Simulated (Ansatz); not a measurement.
Isolated molecules relaxed with PBE0-D4/def2-TZVP in Ansatz; ΔE leaves out vibrations. CCSD(T)/CBS adds triple-zeta CCSD(T) − MP2 to the extrapolated MP2 energy (def2 sets, frozen cores). This one scheme is used for every species. Functionals use def2-TZVPP. B3LYP here is the variant with VWN-RPA as its local correlation; programs differ in this. For Se outer-core shells are correlated without core-valence functions, which leaves a few kJ/mol of doubt a bond. Scalar relativity is left out up to krypton. One conformer a species, not always the lowest.

`OC(O)[SeH]` + `C[S][AlH][F]` → `[F][AlH][SeH]` + `CSC(O)O`  (formal exchange of groups at the Se–C bond)

```json
{"level": "PBE-D4", "ΔE (kJ/mol)": "-26.9", "difference from CCSD(T)/CBS": "9.2"}
{"level": "r2SCAN-D4", "ΔE (kJ/mol)": "-29.3", "difference from CCSD(T)/CBS": "6.8"}
{"level": "PBE0-D4", "ΔE (kJ/mol)": "-32.3", "difference from CCSD(T)/CBS": "3.8"}
{"level": "B3LYP-D4", "ΔE (kJ/mol)": "-29.5", "difference from CCSD(T)/CBS": "6.6"}
{"level": "ωB97X-V", "ΔE (kJ/mol)": "-36.9", "difference from CCSD(T)/CBS": "-0.8"}
{"level": "ωB97M-V", "ΔE (kJ/mol)": "-36.0", "difference from CCSD(T)/CBS": "0.1"}
{"level": "B2PLYP", "ΔE (kJ/mol)": "-32.1", "difference from CCSD(T)/CBS": "4.0"}
{"level": "PBE", "ΔE (kJ/mol)": "-26.7", "difference from CCSD(T)/CBS": "9.4"}
{"level": "r2SCAN", "ΔE (kJ/mol)": "-29.1", "difference from CCSD(T)/CBS": "7.0"}
{"level": "SCS-MP2/def2-TZVPP", "ΔE (kJ/mol)": "-34.1", "difference from CCSD(T)/CBS": "2.0"}
{"level": "CCSD/def2-TZVPP", "ΔE (kJ/mol)": "-35.9", "difference from CCSD(T)/CBS": "0.2"}
{"level": "CCSD(T)/def2-TZVPP", "ΔE (kJ/mol)": "-34.3", "difference from CCSD(T)/CBS": "1.8"}
{"level": "HF/def2-QZVPP", "ΔE (kJ/mol)": "-41.6", "difference from CCSD(T)/CBS": "-5.5"}
{"level": "SCS-MP2/def2-QZVPP", "ΔE (kJ/mol)": "-34.9", "difference from CCSD(T)/CBS": "1.2"}
{"level": "HF/CBS(def2)", "ΔE (kJ/mol)": "-41.6", "difference from CCSD(T)/CBS": "-5.5"}
{"level": "MP2/CBS(def2)", "ΔE (kJ/mol)": "-36.1", "difference from CCSD(T)/CBS": "0.0"}
{"level": "CCSD(T)/CBS", "ΔE (kJ/mol)": "-36.1", "difference from CCSD(T)/CBS": "0"}
```

Largest T1 diagnostic among the species: 0.012.

In def2-TZVPP, CCSD(T) changes the Hartree–Fock value by +7.1 kJ/mol (the triples alone add +1.6 kJ/mol) and MP2 by +7.1 kJ/mol. From PBE to PBE0 (25 % exact exchange), in def2-TZVPP and without D4, ΔE moves by −5.5 kJ/mol.
